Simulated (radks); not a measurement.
Hg28+, configuration [Kr] 4d10 4f6 (the NIST ground configuration).

All-electron calculation, scalar-relativistic Kohn-Sham, PBE, spin-polarised, spherical densities, finite nucleus; open shells are filled with parallel spins first (spin-orbit coupling, left out, can overturn this in heavy ions); Fermi nuclear charge, rms radius 5.4648 fm. Program: a radial shooting solver on a logarithmic mesh with Libxc functionals.

Energy parts (hartree):
part                       energy
total                 -19246.0168
kinetic                21635.4265
electron-nucleus      -46113.7859
Hartree                 5566.1685
exchange-correlation    -333.8260

Orbitals (lengths in bohr, moments of r in powers of bohr; <r^-3> diverges for s and p1/2; r(90%) holds 90 % of the orbital's charge):
[
 {"orbital": "1s down", "occ.": "1", "eigenvalue (hartree)": "-3089.460", "r(90%)": "0.0304", "<r^-3>": "-", "<1/r>": "97.53"},
 {"orbital": "1s up", "occ.": "1", "eigenvalue (hartree)": "-3089.459", "r(90%)": "0.0304", "<r^-3>": "-", "<1/r>": "97.53"},
 {"orbital": "2s up", "occ.": "1", "eigenvalue (hartree)": "-575.7840", "r(90%)": "0.109", "<r^-3>": "-", "<1/r>": "22.88"},
 {"orbital": "2s down", "occ.": "1", "eigenvalue (hartree)": "-575.7753", "r(90%)": "0.109", "<r^-3>": "-", "<1/r>": "22.88"},
 {"orbital": "2p up", "occ.": "3", "eigenvalue (hartree)": "-501.3887", "r(90%)": "0.103", "<r^-3>": "26780", "<1/r>": "20.28"},
 {"orbital": "2p down", "occ.": "3", "eigenvalue (hartree)": "-501.3820", "r(90%)": "0.103", "<r^-3>": "26780", "<1/r>": "20.28"},
 {"orbital": "3s up", "occ.": "1", "eigenvalue (hartree)": "-162.7391", "r(90%)": "0.264", "<r^-3>": "-", "<1/r>": "8.499"},
 {"orbital": "3s down", "occ.": "1", "eigenvalue (hartree)": "-162.4837", "r(90%)": "0.264", "<r^-3>": "-", "<1/r>": "8.511"},
 {"orbital": "3p up", "occ.": "3", "eigenvalue (hartree)": "-141.2134", "r(90%)": "0.272", "<r^-3>": "6181", "<1/r>": "7.737"},
 {"orbital": "3p down", "occ.": "3", "eigenvalue (hartree)": "-140.9534", "r(90%)": "0.271", "<r^-3>": "6200", "<1/r>": "7.749"},
 {"orbital": "3d up", "occ.": "5", "eigenvalue (hartree)": "-118.5776", "r(90%)": "0.255", "<r^-3>": "761.5", "<1/r>": "7.272"},
 {"orbital": "3d down", "occ.": "5", "eigenvalue (hartree)": "-118.3796", "r(90%)": "0.254", "<r^-3>": "764.1", "<1/r>": "7.282"},
 {"orbital": "4s up", "occ.": "1", "eigenvalue (hartree)": "-60.29155", "r(90%)": "0.549", "<r^-3>": "-", "<1/r>": "3.799"},
 {"orbital": "4s down", "occ.": "1", "eigenvalue (hartree)": "-59.90462", "r(90%)": "0.550", "<r^-3>": "-", "<1/r>": "3.790"},
 {"orbital": "4p up", "occ.": "3", "eigenvalue (hartree)": "-52.89069", "r(90%)": "0.582", "<r^-3>": "1679", "<1/r>": "3.471"},
 {"orbital": "4p down", "occ.": "3", "eigenvalue (hartree)": "-52.52350", "r(90%)": "0.583", "<r^-3>": "1667", "<1/r>": "3.462"},
 {"orbital": "4d up", "occ.": "5", "eigenvalue (hartree)": "-44.25796", "r(90%)": "0.608", "<r^-3>": "192.3", "<1/r>": "3.191"},
 {"orbital": "4d down", "occ.": "5", "eigenvalue (hartree)": "-43.89450", "r(90%)": "0.610", "<r^-3>": "190.6", "<1/r>": "3.179"},
 {"orbital": "4f up", "occ.": "6", "eigenvalue (hartree)": "-34.99501", "r(90%)": "0.610", "<r^-3>": "43.41", "<1/r>": "2.915"},
 {"orbital": "4f down", "occ.": "0", "eigenvalue (hartree)": "-34.58789", "r(90%)": "0.614", "<r^-3>": "43.13", "<1/r>": "2.905"}
]

The highest occupied level is 4f up at -952.26 eV. The density falls to 0.001 e/bohr^3 at r = 1.23 bohr. Spin moment in Bohr magnetons: 6. Summed over all electrons, <r^2> = 5.194 bohr^2, which gives a Langevin (diamagnetic) susceptibility term of -4.11 x 10^-6 cm^3/mol. For comparison, the ionisation energy in NIST's Atomic Spectra Database is 990 eV (theoretical). In exact Kohn-Sham theory the highest level is minus the ionisation energy, but local and semilocal functionals leave it too shallow, through self-interaction and a potential that decays too fast; potentials with the right tail come closer.
